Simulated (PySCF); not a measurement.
Species: C7H13FO2.
Numbering: `[CH3:1][CH2:2][O:3][C@@H:4]1[CH2:5][C@@H:6]1[C@H:7]([F:8])[O:9][CH3:10]` (hydrogens: H11, H12, H13 on C1; H14, H15 on C2; H16 on C4; H17, H18 on C5; H19 on C6; H20 on C7; H21, H22, H23 on C10)

Cartesian coordinates in Å at the PBE0-D3(BJ)/def2-SVP level; atoms count from 1:
```xyz
23
C7H13FO2 angstrom
C     -2.7865   -1.3033    1.0530
C     -2.2409   -0.1718    0.2183
O     -1.3244   -0.7025   -0.7162
C     -0.7242    0.2580   -1.5011
C      0.5655   -0.1093   -2.1399
C      0.5519    0.9134   -1.0349
C      1.1261    0.5408    0.2913
F      0.5433    1.3290    1.2789
O      2.4766    0.7484    0.2850
C      3.1418    0.2956    1.4359
H     -1.9819   -1.7874    1.6269
H     -3.5409   -0.9317    1.7617
H     -3.2547   -2.0649    0.4119
H     -3.0615    0.3454   -0.3188
H     -1.7385    0.5822    0.8512
H     -1.4223    0.8916   -2.0675
H      0.9566   -1.0995   -1.8903
H      0.7699    0.2231   -3.1597
H      0.7195    1.9632   -1.2945
H      0.8751   -0.5050    0.5588
H      2.8255    0.8522    2.3335
H      4.2167    0.4511    1.2769
H      2.9581   -0.7822    1.6073
```

Level: PBE0/pcSseg-1 in PySCF, non-relativistic, on one gas-phase PBE0-D3(BJ)/def2-SVP geometry that isn't relaxed in the solvent. The solvent is an IEF-PCM continuum (Bondi radii, 1.10 Å for H, scaled by 1.2). Only the electrostatic response of the medium enters.

Gas phase at PBE0/pcSseg-1: HOMO -7.25 eV, LUMO 1.46 eV, dipole 0.41 D.

What does the continuum do to the energy, the frontier levels and the dipole at PBE0/pcSseg-1 in cyclohexane and acetonitrile?

```tsv
solvent	ε	E(solvent) − E(gas) (kcal/mol)	polarisation term (kcal/mol)	distortion of the solute (kcal/mol)	HOMO (eV)	LUMO (eV)	dipole (D)
cyclohexane	2.017	-2.27	-2.37	0.10	-7.25	1.55	0.44
acetonitrile	35.69	-5.77	-6.40	0.63	-7.29	1.66	0.51
```

The first energy column is the sum of the next two and covers electrostatics alone. From cyclohexane to acetonitrile the lowering changes by a factor 2.54, Onsager's factor (ε − 1)/(2ε + 1) by 2.37 and ε itself by 17.7.

Which Hirshfeld charges (PBE0/pcSseg-1) respond most in acetonitrile (means over atoms taken as equivalent)?

```csv
atoms,environment,gas (e),solvent (e),change
O9,ether oxygen,-0.137,-0.151,-0.014
O3,ether oxygen,-0.125,-0.138,-0.013
F8,alkyl fluorine,-0.121,-0.132,-0.011
H16,methine hydrogen,+0.044,+0.052,+0.008
H20,methine hydrogen,+0.030,+0.037,+0.007
H14,methylene hydrogen,+0.032,+0.038,+0.006
```

Which Mayer bond orders change most in acetonitrile?

```csv
bond,length (Å),gas,solvent,change
C7–F8,1.392,0.847,0.831,-0.016
O9–C10,1.404,0.913,0.898,-0.015
C2–O3,1.412,0.884,0.875,-0.009
O3–C4,1.378,0.964,0.956,-0.008
C4–C5,1.485,0.970,0.974,+0.004
C6–C4,1.508,0.913,0.917,+0.004
C5–H17,1.093,0.943,0.939,-0.004
C5–H18,1.092,0.948,0.944,-0.004
```

How do the nuclear quadrupole coupling constants eQVzz/h respond in acetonitrile?

```tsv
nucleus	Q (barn)	gas (MHz)	solvent (MHz)	η gas	η solvent
17O at O3	-0.0256	-11.68	-11.54	0.99	1.00
17O at O9	-0.0256	-11.75	-11.56	0.86	0.86
```

Time: 59 s of wall time; peak memory 1.3 GiB. Hardware: Arm Neoverse V1, one thread, no GPU (shared host). This is the whole shielding run at PBE0/pcSseg-1 in acetonitrile, SCF included.
